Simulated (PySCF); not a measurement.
A structure optimised at PBE-D3(BJ)/def2-SVP, used in a PySCF frequency run:

```xyz
16

C      0.0000     0.7119     2.3907
C      0.0000    -0.7119     2.3907
C      0.0000    -1.4192     1.1978
C      0.0000    -0.7221    -0.0444
N      0.0000    -1.4264    -1.2157
C      0.0000    -0.7142    -2.3303
C      0.0000     0.7142    -2.3303
N      0.0000     1.4264    -1.2157
C      0.0000     0.7221    -0.0444
C      0.0000     1.4192     1.1978
H      0.0000     1.2520     3.3496
H      0.0000    -1.2520     3.3496
H      0.0000    -2.5185     1.1660
H      0.0000    -1.2651    -3.2890
H      0.0000     1.2651    -3.2890
H      0.0000     2.5185     1.1660
```

Write its SMILES, formula and point group.

c1ccc2nccnc2c1, C₈H₆N₂, C2v

What are its rotational constants (standard atomic weights)?

3.1292, 1.2933, 0.91509 GHz
